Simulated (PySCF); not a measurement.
Several structures and their simulated spectra, in scrambled order.

A. `C[C@@H]1[SiH2]C[C@@H]1C(Cl)Cl`
B. `InChI=1S/C7H13FOSi/c1-5-6(9)10(8)7(2,3)4/h5,10H,1H2,2-4H3/t10-/m1/s1`
C. `N#CCc1ccccc1F`

Spectrum 1. ¹³C{¹H} NMR (computed): δ 169.4 (C), 137.8 (CH), 135.6 (CH), 130.4 (CH), 125.6 (C), 123.2 (C), 121.8 (CH), 16.2 (CH2).

Spectrum 2. ¹³C{¹H} NMR (computed): δ 235.9 (C), 150.6 (CH), 144.6 (CH2), 26.4 (CH3), 24.6 (C).

Spectrum 3. ¹³C{¹H} NMR (computed): δ 91.2 (CH), 51.0 (CH), 26.9 (CH), 14.9 (CH3), 11.4 (CH2).

Computational details: geometry from GFN2-xTB, shieldings: GIAO PBE0/pcSseg-1, in PySCF 2.14 (non-relativistic Hamiltonian, averaged over atoms made equivalent by symmetry, fast rotation or ring inversion, in vacuum, single conformer).

Chemical shifts δ = σref − σ; TMS for ¹³C (186.93 ppm), all at this level. Splittings of carbon signals by F and P are missing where no couplings were computed. Shifts are as computed. Against solution values, carbons near 30 ppm lie about +3 ppm off and those near 130 ppm about +5 ppm; carbons on Cl a further +6 ppm. Of 1211 compounds with measured shifts, 218 miss one by over three times the rms of a fit or turn the order of signals round; such compounds aren't used in these exercises. Carbons bonded to Cl come out too deshielded.

Problem. Match each spectrum to its structure.

Solution. 1–C, 2–B, 3–A.

- Spectrum 1 (C): 8 ¹³C signals; δC 169.4 is an aromatic carbon bearing fluorine; δC 137.8 is an aromatic CH.
- Spectrum 2 (B): 5 ¹³C signals; δC 150.6 is an α carbon of a C=C–C=O unit; δC 144.6 is a β carbon of a C=C–C=O unit.
- Spectrum 3 (A): 5 ¹³C signals; δC 91.2 is an sp3 CH bonded to 2 Cl; δC 51.0 is an sp3 CH in a ring.
